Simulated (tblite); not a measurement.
Species: C₇H₈ (charge +1 and doublet state).
Structure used (GFN2-xTB), in Å, numbered top down from 1:
```
atom  x, y, z in Å
C1    -2.479   -0.268    0.003
C2    -1.314    0.360    0.283
C3    -0.023   -0.130   -0.073
C4     0.183   -1.406   -0.799
C5     1.077    0.626    0.281
C6     2.477    0.839    0.314
C7     1.671    1.764    0.878
H8    -3.422    0.159    0.302
H9    -2.520   -1.207   -0.522
H10   -1.341    1.303    0.814
H11   -0.334   -1.387   -1.760
H12    1.238   -1.600   -0.973
H13   -0.239   -2.240   -0.237
H14    3.460    0.508    0.069
H15    1.561    2.688    1.398
```

Computed with GFN2-xTB (tblite): harmonic, unscaled wavenumbers at the GFN2-xTB geometry, gas phase. This tight-binding method is rough: wavenumbers can miss measured ones by several per cent, in bad cases by 10 to 20. One conformer, not necessarily the lowest. Open shells enter through the occupations alone, without spin polarisation, and single modes of such species can be off by tens of per cent.

Harmonic wavenumbers (cm⁻¹): 93.7, 109.9, 142.4, 151.4, 268.9, 277.4, 420.1, 442.7, 505.1, 580.1, 723.8, 766.8, 782.2, 898.7, 904.5, 906.4, 938.0, 958.5, 976.2, 1026.5, 1074.7, 1152.7, 1285.0, 1304.8, 1363.2, 1382.7, 1412.2, 1438.8, 1477.6, 1543.2, 1821.7, 2981.8, 3003.7, 3068.6, 3071.4, 3108.7, 3144.5, 3193.8, 3221.8.

A = 5837, B = 1786, C = 1379 MHz; mass 92.063 u (most abundant isotopes); point group Cs, symmetry number 1; spin multiplicity 2.

Q: What is the zero-point energy?

A: Half the sum of the wavenumbers: 25962 cm⁻¹ = 310.57 kJ/mol.

Q: Entropy at 200 K, 1 bar (ideal gas, RRHO, classical rotation)?

A: Translation 156.96, rotation 110.10, vibration 52.77, spin (R ln 2) 5.76: S = 325.6 J/(mol K).

Q: And Cp and H(200 K) − H(0)?

A: Cp = 96.73 J/(mol K), of which vibrations give 63.47 (their classical limit is 39 R = 324.3); H(200 K) − H(0) = 12.83 kJ/mol without the zero-point energy, 6.18 from vibrations.

Q: How do the functions run with temperature in this model?

A: 
```tsv
T (K)	S (J/(mol K))	Cp (J/(mol K))	H − H(0) (kJ/mol)	G − H(0) (kJ/mol)	ln q(vib)
100	270.5	65.9	4.70	-22.34	0.83
300	371.1	130.1	24.16	-87.16	4.51
500	452.2	189.3	56.41	-169.66	8.33
800	554.4	245.1	122.35	-321.19	13.93
1000	611.9	269.3	173.91	-437.95	17.42
```

q(vib) and H(0) count from the zero-point level.

Q: Blend soft modes into free rotors: weight 1/[1 + (100 cm⁻¹/ν̃)⁴] for the oscillator and the rest for a rotor with moment μB/(μ + B), μ = h/(8π²ν), B = 10⁻⁴⁴ kg m². What vibrational entropy results?

A: 52.11 J/(mol K) in place of 52.77, which changes −T·S at 200 K by +0.13 kJ/mol.

Q: What must be added to the electronic energy to get the Gibbs energy at 200 K and 1 bar?

A: ZPE + [H(200 K) − H(0)] − T·S = 310.57 + 12.83 − 65.12 = 258.28 kJ/mol.

Q: Which modes carry the vibrational entropy at 200 K?

A: 93.7 cm⁻¹: 11.75; 109.9 cm⁻¹: 10.48; 142.4 cm⁻¹: 8.47; 151.4 cm⁻¹: 8.00; 268.9 cm⁻¹: 4.01; 277.4 cm⁻¹: 3.83 J/(mol K); the other 33 give 6.23 together.

Hindered rotation and anharmonicity are outside this model. Other conformers, if any are populated, would add a mixing term that is left out.
